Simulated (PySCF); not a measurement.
# Assignment exercise: C6H15OPSi

Atoms are numbered as in `[CH3:1][CH2:2][Si@H:3]1[CH2:4][CH2:5][P@H:6](=[O:7])[CH2:8][CH2:9]1`; H(Xn) means a hydrogen on atom n. Ha(C4), Ha(C5), Ha(C8), Ha(C9) are cis to C2 on the ring; Hb(C4), Hb(C5), Hb(C8), Hb(C9) are trans to C2 on the ring.

- PBE0/pcSseg-1 with gauge-including orbitals
- GFN2-xTB geometry
- program: PySCF
- fast rotation and ring inversion assumed for equivalent nuclei, gas phase, a single conformation, non-relativistic

References, each an isolated molecule treated in the same way: TMS for ¹³C, ¹H.

(1) Assign these signals to the numbered atoms. ¹³C{¹H} NMR (computed): δ 29.4, 10.6, 8.9, 6.6.

(2) Assign these signals to the numbered atoms. ¹H NMR (400 MHz, computed): δ 6.97 (m, 1H), 4.05 (m, 1H), 2.36 (m, 2H), 1.83 (m, 2H), 1.17 (m, 2H), 1.02 (t, 3H), 0.65 (m, 2H), 0.52 (m, 2H).

## Answers

(1) 
| δ (ppm) | atoms | environment | reason |
| --- | --- | --- | --- |
| 29.4 | C5/C8 | sp3 CH2 bonded to P | – |
| 10.6 | C1 | methyl carbon | aliphatic region, no heteroatom directly attached |
| 8.9 | C2 | sp3 CH2 bonded to Si | an electropositive neighbour leaves it electron-rich and shielded |
| 6.6 | C4/C9 | sp3 CH2 bonded to Si | – |

C1 and C2 lie closer than the usual error of such a calculation, so a measured spectrum could show them in the other order.

(2) 
| δ (ppm) | atoms | environment | reason |
| --- | --- | --- | --- |
| 6.97 | H(P6) | hydrogen on a phosphorus bonded to 2 C, O, in a 6-membered ring | – |
| 4.05 | H(Si3) | hydrogen on a silicon bonded to 3 C, in a 6-membered ring | – |
| 2.36 | Ha(C5)/Ha(C8) | hydrogen on an sp3 CH2 bonded to P | – |
| 1.83 | Hb(C5)/Hb(C8) | hydrogen on an sp3 CH2 bonded to P | – |
| 1.17 | Hb(C4)/Hb(C9) | hydrogen on an sp3 CH2 bonded to Si | – |
| 1.02 | H(C1) | hydrogen on a methyl carbon | – |
| 0.65 | Ha(C4)/Ha(C9) | hydrogen on an sp3 CH2 bonded to Si | an electropositive neighbour shields it, as in TMS itself |
| 0.52 | H(C2) | hydrogen on an sp3 CH2 bonded to Si | – |

Splittings by ³¹P in the carbon and heteronuclear signals aren't shown, as no couplings were computed. Shifts are as computed. Against solution values, carbons near 30 ppm lie about +3 ppm off and those near 130 ppm about +5 ppm. Of 1211 compounds with measured shifts, 218 miss one by over three times the rms of a fit or turn the order of signals round; such compounds aren't used in these exercises. No couplings were computed; multiplicities are counted from neighbouring protons, with m where these are inequivalent, close in shift, in a saturated or five-membered ring or joined by F or P, and br s for small geminal =CH2 splittings.
